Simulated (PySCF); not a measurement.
C$_{3}$H$_{4}$ClF, singlet, at a GFN2-xTB geometry; CCSD/cc-pVDZ in PySCF.

PySCF was given this input:
```python
from pyscf import gto, scf, cc

mol = gto.M(
    atom='''
C    -2.37130806   -0.36752349    0.03597479
C    -0.93221824   -0.68950247    0.26273411
C     0.06557179    0.11847253   -0.05039640
F    -0.12648298    1.32269719   -0.61032377
Cl    1.73379927   -0.22003539    0.19662401
H    -2.81883934   -1.11641530   -0.61566339
H    -2.48550712    0.61257885   -0.41740450
H    -2.90762499   -0.38702941    0.98346579
H    -0.69654221   -1.64148670    0.71003288
''',
    basis='cc-pvdz',
    verbose=4,
    max_memory=1800,
)

mf = scf.RHF(mol)
mf.kernel()

mycc = cc.CCSD(mf, frozen=9)
mycc.kernel()
print('E(CCSD) = %.10f' % mycc.e_tot)
```

The log (banner, timings and long lists left out):

```
PySCF version 2.14.0

[INPUT] verbose = 4
[INPUT] num. atoms = 9
[INPUT] num. electrons = 48
[INPUT] charge = 0
[INPUT] spin (= nelec alpha-beta = 2S) = 0
[INPUT] symmetry False subgroup None
[INPUT] Mole.unit = angstrom
[INPUT] Symbol           X                Y                Z      unit          X                Y                Z       unit  Magmom
[...]
nuclear repulsion = 213.365150122568
number of shells = 37
number of NR pGTOs = 173
number of NR cGTOs = 94
basis = cc-pvdz
ecp = {}

******** <class 'pyscf.scf.hf.RHF'> ********
method = RHF
initial guess = minao
damping factor = 0
level_shift factor = 0
DIIS = <class 'pyscf.scf.diis.CDIIS'>
diis_start_cycle = 1
diis_space = 8
diis_damp = 0
SCF conv_tol = 1e-09
SCF conv_tol_grad = None
SCF max_cycles = 50
direct_scf = True
direct_scf_tol = 1e-13
Set gradient conv threshold to 3.16228e-05
Initial guess from minao.
init E= -675.755846643154
[...]
cycle= 1 E= -674.746983375327  delta_E= 1.01  |g|= 0.635  |ddm|=  2.7
[...]
cycle= 2 E= -674.820913127377  delta_E= -0.0739  |g|= 0.396  |ddm|= 0.758
[...]
cycle= 3 E= -674.85297670266  delta_E= -0.0321  |g|= 0.0574  |ddm|= 0.294
[...]
cycle= 4 E= -674.854542322433  delta_E= -0.00157  |g|= 0.0174  |ddm|= 0.0975
[...]
cycle= 5 E= -674.854662412868  delta_E= -0.00012  |g|= 0.0054  |ddm|= 0.0251
[...]
cycle= 6 E= -674.854684611484  delta_E= -2.22e-05  |g|= 0.00213  |ddm|= 0.013
[...]
cycle= 7 E= -674.854687187847  delta_E= -2.58e-06  |g|= 0.000525  |ddm|= 0.00515
[...]
cycle= 8 E= -674.854687364494  delta_E= -1.77e-07  |g|= 0.000271  |ddm|= 0.00114
[...]
cycle= 9 E= -674.854687395284  delta_E= -3.08e-08  |g|= 6.31e-05  |ddm|= 0.000513
[...]
cycle= 10 E= -674.854687398305  delta_E= -3.02e-09  |g|= 2.2e-05  |ddm|= 0.00015
[...]
cycle= 11 E= -674.854687398615  delta_E= -3.1e-10  |g|= 6.49e-06  |ddm|= 4.9e-05
[...]
Extra cycle  E= -674.854687398634  delta_E= -1.83e-11  |g|= 2.7e-06  |ddm|= 9.23e-06
converged SCF energy = -674.854687398634

******** <class 'pyscf.cc.ccsd.CCSD'> ********
CC2 = 0
CCSD nocc = 15, nmo = 85
frozen orbitals 9
max_cycle = 50
direct = 0
conv_tol = 1e-07
conv_tol_normt = 1e-05
diis_space = 6
diis_start_cycle = 0
diis_start_energy_diff = 1e+09
Init t2, MP2 energy = -675.58233630035  E_corr(MP2) -0.727648901716829
Init E_corr(CCSD) = -0.727648901720504
cycle = 1  E_corr(CCSD) = -0.748427973439356  dE = -0.0207790717  norm(t1,t2) = 0.0663738
cycle = 2  E_corr(CCSD) = -0.766141070171386  dE = -0.0177130967  norm(t1,t2) = 0.0225031
cycle = 3  E_corr(CCSD) = -0.767581503421124  dE = -0.00144043325  norm(t1,t2) = 0.0114513
cycle = 4  E_corr(CCSD) = -0.770508894503327  dE = -0.00292739108  norm(t1,t2) = 0.00474037
cycle = 5  E_corr(CCSD) = -0.770556667317334  dE = -4.7772814e-05  norm(t1,t2) = 0.00115158
cycle = 6  E_corr(CCSD) = -0.770409444648678  dE = 0.000147222669  norm(t1,t2) = 0.000376616
cycle = 7  E_corr(CCSD) = -0.770399289073728  dE = 1.01555749e-05  norm(t1,t2) = 0.000101429
cycle = 8  E_corr(CCSD) = -0.770406141145376  dE = -6.85207165e-06  norm(t1,t2) = 3.93425e-05
cycle = 9  E_corr(CCSD) = -0.770404795469436  dE = 1.34567594e-06  norm(t1,t2) = 1.65019e-05
cycle = 10  E_corr(CCSD) = -0.770405437894923  dE = -6.42425487e-07  norm(t1,t2) = 5.61636e-06
cycle = 11  E_corr(CCSD) = -0.77040537379164  dE = 6.41032823e-08  norm(t1,t2) = 2.28407e-06
CCSD converged
E(CCSD) = -675.6250927724252  E_corr = -0.7704053737916402
E(CCSD) = -675.6250927724
```
